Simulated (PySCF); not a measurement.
# The 25-electron isoelectronic series, spin-free X2C

All values are computed (PySCF 2.14, energy differences of UHF-based or UKS calculations, no spin-orbit coupling). Each ion has its own even-tempered basis scaled to its charge (18s13p8d4f3g for the first); frozen: [Ne]. Ionisation energies in eV.

| ion | configuration | UHF | LDA | PBE | PBE0 | r2SCAN | MP2 (outer shells) | NIST (with spin-orbit, Breit and QED) |
| --- | --- | --- | --- | --- | --- | --- | --- | --- |
| Nd³⁵⁺ | [Ar] 3d7 (4F) | 2428.4 | 2428.7 | 2429.3 | 2429.6 | 2430.8 | 2429.6 | 2425 ± 5 (t) |
| Pm³⁶⁺ | [Ar] 3d7 (4F) | 2553.5 | 2553.7 | 2554.4 | 2554.7 | 2555.9 | 2554.7 | 2549 ± 5 (t) |
| Eu³⁸⁺ | [Ar] 3d7 (4F) | 2812.9 | 2813.0 | 2813.8 | 2814.1 | 2815.4 | 2814.1 | 2807 ± 4 (t) |
| Gd³⁹⁺ | [Ar] 3d7 (4F) | 2947.3 | 2947.3 | 2948.1 | 2948.5 | 2949.7 | 2948.5 | 2941 ± 4 (t) |
| Tb⁴⁰⁺ | [Ar] 3d7 (4F) | 3084.8 | 3084.7 | 3085.5 | 3085.9 | 3087.2 | 3085.9 | 3078 ± 4 (t) |
| Dy⁴¹⁺ | [Ar] 3d7 (4F) | 3225.3 | 3225.2 | 3226.1 | 3226.4 | 3227.8 | 3226.5 | 3217 ± 4 (t) |
| Ho⁴²⁺ | [Ar] 3d7 (4F) | 3369.1 | 3368.8 | 3369.8 | 3370.2 | 3371.5 | 3370.3 | 3359 ± 4 (t) |
| Er⁴³⁺ | [Ar] 3d7 (4F) | 3515.8 | 3515.5 | 3516.5 | 3516.9 | 3518.3 | 3517.0 | 3505 ± 4 (t) |
| Tm⁴⁴⁺ | [Ar] 3d7 (4F) | 3665.8 | 3665.4 | 3666.4 | 3666.8 | 3668.2 | 3666.9 | 3653 ± 4 (t) |

Interpolate the row of Sm³⁷⁺.

configuration [Ar] 3d7 (4F); UHF 2681.7; LDA 2681.8; PBE 2682.5; PBE0 2682.9; r2SCAN 2684.1; MP2 (outer shells) 2682.8; NIST (with spin-orbit, Breit and QED) 2676 ± 4 (t).

Each ion has its own basis, which adds noise of up to about 0.1 % along the series.

NIST values marked (s) are semi-empirical, (t) theoretical. Open shells are high-spin determinants of the terms that Hund's rules give; for the heavier ions, far from LS coupling, these are not the ground levels.

Spin-orbit coupling of the open shells is absent from the calculated values and included in NIST's; it grows fast with Z.
